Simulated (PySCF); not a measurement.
## Orbital picture of GeN

ωB97M-V at R = 1.740 Å; basis Ge def2-TZVPPD, N def2-TZVPPD; no relativity; PySCF 2.14. State: ²Π (doublet), unpaired electrons π ↑. Only the outer orbitals are listed, counted within each symmetry.

```tsv
spin	orbital	occ.	ε (eV)	on Ge (%)	main shells (%)
α	8σ	1	-24.36	23	74 N s, 14 Ge s
α	9σ	1	-14.81	69	68 Ge s, 16 N p, 14 N s
α	4π	1	-11.14	22	78 N p, 18 Ge p
α	4π	1	-10.28	26	73 N p, 23 Ge p
α	10σ	1	-10.03	44	49 N p, 31 Ge p, 12 Ge s
α	5π	0	-0.39	89	84 Ge p, 14 N p
α	5π	0	0.01	86	79 Ge p, 17 N p
β	8σ	1	-22.92	27	69 N s, 18 Ge s
β	9σ	1	-14.45	72	69 Ge s, 17 N s, 11 N p
β	10σ	1	-9.57	41	50 N p, 32 Ge p, 9 N s
β	4π	1	-9.44	39	60 N p, 36 Ge p
β	4π	0	-2.48	69	66 Ge p, 32 N p
β	5π	0	0.22	75	64 Ge p, 28 N p, 11 Ge d
β	5π	0	1.01	57	46 N p, 36 Ge p, 20 Ge d
```

Q: Which are the highest filled and the lowest empty level, where do they sit, and how wide is the gap?

A: Highest filled β 4π at -9.44 eV (in %: 60 N p, 36 Ge p); lowest empty β 4π at -2.48 eV (in %: 66 Ge p, 32 N p); the gap at ωB97M-V is 6.96 eV. Both belong to one degenerate shell, split only by its one-sided filling, so this is no excitation gap.

* bond order (Mayer): 2.01
* ⟨S²⟩: 0.772
* charge on Ge (Mulliken, basis-dependent): 0.37
* charge on Ge (Löwdin, basis-dependent): 0.51
* dipole moment (positive dipole means Ge(−)N(+)): -3.13 D

Spin–orbit coupling is left out. The state is the lowest determinant that a PBE0 search found; another state may lie lower at other levels.
